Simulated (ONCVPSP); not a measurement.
Before and after: ONCV potential for O

| Item | Value |
| --- | --- |
| Element | oxygen (O) |
| Generator | ONCVPSP 4.0.1 |
| Type | optimised norm-conserving Vanderbilt (ONCV) |
| Functional | PBE |
| Relativity | scalar-relativistic |
| Frozen core | [He] |
| Valence charge | 6 |
| Reference configuration | 2s2 2p2.5 (charge +1.5) |
| Partial waves | 2s: rc 0.65 bohr, ncon 3, nbas 7, qcut 12.1 1/bohr, local; 2p: rc 1.95 bohr, ncon 5, nbas 8, qcut 7.2 1/bohr, 1 projector; d scattering state at 0.02 Ha: rc 1.55 bohr, ncon 4, nbas 7, qcut 5.3 1/bohr, 2 projectors, debl 3.4 Ha |
| Local potential | the s channel |
| Core correction | none |

Change: s: qcut 18.5.

Cutoffs: the cutoffs (Ha) at which the residual kinetic energy of the hardest occupied pseudo-wave falls to 1 and 0.1 mHa per electron; they do not see the model core or the augmentation charge, which bear on the density cutoff. Errors are all-electron minus pseudo energies relative to the spin-unpolarised reference configuration.

Problem. Predict the effect on cutoff, ghosts and configuration errors.

Solution. The potential gets harder (45 Ha and 57 Ha → 105 Ha and 132 Ha); the errors of the 4 common tests hardly move; neither file shows a bound ghost. The waves are optimised to have the least kinetic energy above qcut, so the cutoff follows it (qcut²/2 in Ha).

| quantity | base | changed |
| --- | --- | --- |
| cutoff, loose | 45 Ha | 105 Ha |
| cutoff, tight | 57 Ha | 132 Ha |
| loose cutoff by channel | s 45 Ha, p 21 Ha | s 105 Ha, p 21 Ha |
| bound ghosts | none | none |
| GHOST(+) flags under 300 eV | none | none |
| error for 2s2 2p4, meV [ΔE -30.87 eV] | +164 | +168 |
| error for 2s2 2p3, meV [ΔE -14.44 eV] | +36 | +37 |
| error for 2s2 2p2, meV [ΔE 19.14 eV] | +60 | +61 |
| error for 2s1 2p4, meV [ΔE 0.79 eV] | +180 | +201 |
| s: phases at 0.66 bohr within 0.05 rad from the reference energy up to (Ha; the scan ends near 5) | to the end of the scan | to the end of the scan |
| p: phases at 1.98 bohr within 0.05 rad from the reference energy up to (Ha; the scan ends near 5) | -0.2 | -0.2 |
| d: phases at 1.57 bohr within 0.05 rad from the reference energy up to (Ha; the scan ends near 5) | to the end of the scan | to the end of the scan |
